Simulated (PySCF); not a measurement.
# Electron correlation in Zr⁺ (zirconium, charge +1)

[Kr] 4d2 5s1, high-spin 4F determinant. Calculation: PySCF 2.14, in aug-cc-pVTZ-PP with ECP28MDF (6s6p5d3f2g, 88 functions); a scalar-relativistic core potential. Frozen: 4s2 4p6; 3 electrons correlated.

MP2 pair energies summed by pair of shells (mhartree):

```tsv
pair	energy	share (%)
4d-5s	-8.38	69.5
4d-4d	-3.68	30.5
```

Total MP2 correlation energy: -12.05 mhartree.

Same-spin part -12.05 and opposite-spin part 0.00 mhartree; SCS-MP2 scales them by 1/3 and 6/5 to -4.02 mhartree.
